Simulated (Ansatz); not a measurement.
Ansatz results at the PBE0-D4/def2-TZVP geometry: HOMO energy (ωB97M-V/def2-TZVPP) -9.03 eV; HOMO–LUMO gap (PBE0/def2-TZVPP) 6.27 eV; LUMO energy (B3LYP/def2-TZVPP) -0.74 eV.

Each molecule was computed in one conformer, which needn't be the lowest.

(1) Which molecule gave them?
A. `[NH2][Hf]1234([NH2])([F])[C@@H]5[C@H]1[C@H]2[C@@]3([SiH3])[C@@H]54`
B. `C[O][Ti]12345678([F])([C@@H]9[C@H]1[C@H]2[C@@]3(C)[C@@H]94)[C@@H]1[C@H]5[C@H]6[C@@]7(C)[C@@H]18`
C. `C[O][Zr]1234([CH3])([N](C)C)[C@@H]5[C@H]1[C@H]2[C@@]3([SiH3])[C@@H]54`
D. `C[C@@]12[C@H]3[C@H]4[C@H]5[C@@H]1[TiH]45321678([Cl])[C@@H]2[C@H]1[C@H]6[C@@]7(C)[C@@H]28`

Answers

(1) A. The others give `C[O][Ti]12345678([F])([C@@H]9[C@H]1[C@H]2[C@@]3(C)[C@@H]94)[C@@H]1[C@H]5[C@H]6[C@@]7(C)[C@@H]18`: -8.26, 4.81, -1.67; `C[C@@]12[C@H]3[C@H]4[C@H]5[C@@H]1[TiH]45321678([Cl])[C@@H]2[C@H]1[C@H]6[C@@]7(C)[C@@H]28`: -8.50, 4.75, -1.94; `C[O][Zr]1234([CH3])([N](C)C)[C@@H]5[C@H]1[C@H]2[C@@]3([SiH3])[C@@H]54`: -8.31, 5.55, -0.74.

B3LYP here is the variant with VWN-RPA as its local correlation; programs differ in this.
